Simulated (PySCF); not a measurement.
Species: C6H11S (doublet state).
Structure used (GFN2-xTB), in Å, numbered top down from 1:
```
atom  x, y, z in Å
C1    -1.4017   -1.9024   -0.4488
C2    -1.4235   -0.6770   -0.0334
C3    -2.6627    0.2039   -0.0602
C4    -0.1843    0.0091    0.5029
C5     0.5357    0.7532   -0.6156
S6     2.0551    1.5828   -0.0416
C7     3.1482    0.1477    0.1562
H8    -2.0555   -2.6336   -0.8600
H9    -2.4598    1.1051   -0.6353
H10   -2.9211    0.4893    0.9581
H11   -3.5023   -0.3225   -0.5052
H12   -0.4573    0.7156    1.2887
H13    0.4840   -0.7417    0.9260
H14   -0.0835    1.5551   -1.0165
H15    0.8088    0.0751   -1.4250
H16    2.8055   -0.4742    0.9781
H17    4.1358    0.5382    0.3780
H18    3.1700   -0.4178   -0.7713
```

The hyperfine couplings belong to this conformer and change with its torsions.

The species is `S(CC/C(C)=[C]/[H])C` [radical].

Method used: UKS B3LYP, pcH-1 on C H S, non-relativistic, mean-field spin-orbit, GIAO in PySCF. The structure is a single GFN2-xTB conformer in the gas phase; no vibrational or solvent corrections. A GFN2-xTB geometry isn't a minimum of the functional, and hyperfine couplings can be far from their values at a DFT geometry. Stability of the SCF solution: not tested.

Problem. Break the g tensor into its mass correction, gauge correction and orbital-Zeeman/spin–orbit terms.

Solution. 
```json
{"Δg (ppm)": "relativistic mass correction", "1": "-150", "2": "-150", "3": "-150"}
{"Δg (ppm)": "gauge correction", "1": "31", "2": "8", "3": "27"}
{"Δg (ppm)": "orbital Zeeman/spin–orbit", "1": "-358", "2": "114", "3": "493"}
{"Δg (ppm)": "total", "1": "-477", "2": "-28", "3": "370"}
```

So g = 2.00184, 2.00229, 2.00269 and g_iso = 2.00227; the tensor is rhombic: the two nearest values differ by 47 % of g3 − g1. Axes: g1 points within 4° of the C1–H8 bond.

Problem. What are the electron Larmor frequencies g μB B/h along the three axes at 350 mT?

Solution. 9.8064, 9.8086, 9.8105 GHz for g1, g2 and g3, a range of 4.1 MHz.

Problem. What effective moment and Curie constant follow for a powder?

Solution. With the mean of g² = 4.0091 and S(S+1) = 0.75: μ_eff = √(⟨g²⟩S(S+1)) = 1.734 μB and χT = 0.12505·⟨g²⟩·S(S+1) = 0.376 cm³ K/mol (cgs; spin-Hamiltonian part alone).

Problem. At 34.058 GHz, how far is the centre of the isotropic spectrum from where a free electron (g = 2.002319) resonates?

Solution. B = hν/(g μB) with μB/h = 13.99624 MHz/mT gives 1215.27 mT for the free electron and 1215.30 mT at g_iso, 0.03 mT higher.

Problem. In a frozen sample, at which fields do the three g values resonate at 9.5, 34, 94 and 263 GHz (hyperfine left aside), and which band first spreads them over more than twice a line width of 0.3 mT?

Solution. 
```csv
band,GHz,B(g3) mT,B(g2) mT,B(g1) mT,spread mT
X,9.5,338.92,338.99,339.06,0.14
Q,34.0,1212.98,1213.22,1213.49,0.51
W,94.0,3353.53,3354.20,3354.95,1.42
J,263.0,9382.76,9384.63,9386.73,3.97
```

The spread grows in proportion to the frequency. W band is the first where it exceeds 0.6 mT.

Largest spin populations (Mulliken): C1 (+1.05), C2 (-0.17) and C3 (+0.07). C1 is the only atom above +0.15. The positive populations add up to 1.18 and the negative ones to -0.18, together 2S = 1.

The HOMO–LUMO gaps are 6.14 eV among the α and 3.88 eV among the β orbitals.
